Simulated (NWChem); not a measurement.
Molecule: CH₅BClNO; SMILES ClB(N)OC

```xyz
10

B      0.1857    -0.0939     0.0000
Cl    -0.3858    -1.7806     0.0000
O     -0.7692     0.8693     0.0000
C     -0.4357     2.2280     0.0000
H      0.1463     2.5092    -0.8967
H     -1.3645     2.8159     0.0000
H      0.1463     2.5092     0.8967
N      1.5664     0.1530     0.0000
H      2.2401    -0.5990     0.0000
H      1.9722     1.0782     0.0000
```
Atoms are numbered in this order, from 1.

All runs: NWChem. Pople sets run with spherical d functions. The geometry was optimised at PBE0/def2-SVP. Atomic charges in e: unrestrained fits to the electrostatic potential beside Mulliken populations; buried atoms are poorly determined by the fit.

For level Hartree-Fock/6-31G*:

```yaml
ESP B1: 0.87
Mulliken B1: 0.77
Mulliken Cl2: -0.28
ESP O3: -0.59
Mulliken O3: -0.60
Mulliken C4: -0.19
ESP N8: -1.02
Mulliken N8: -0.98
```

### Question
How do the values read with level B3LYP/def2-SVP instead?

### Answer
The ESP B1 comes out as 0.57 and the Mulliken B1 is 0.00. The Mulliken Cl2 is -0.15 and the ESP O3 is -0.48. The Mulliken O3 is -0.22. The Mulliken C4 is 0.18 and the ESP N8 comes out as -0.75. The Mulliken N8 is -0.09.
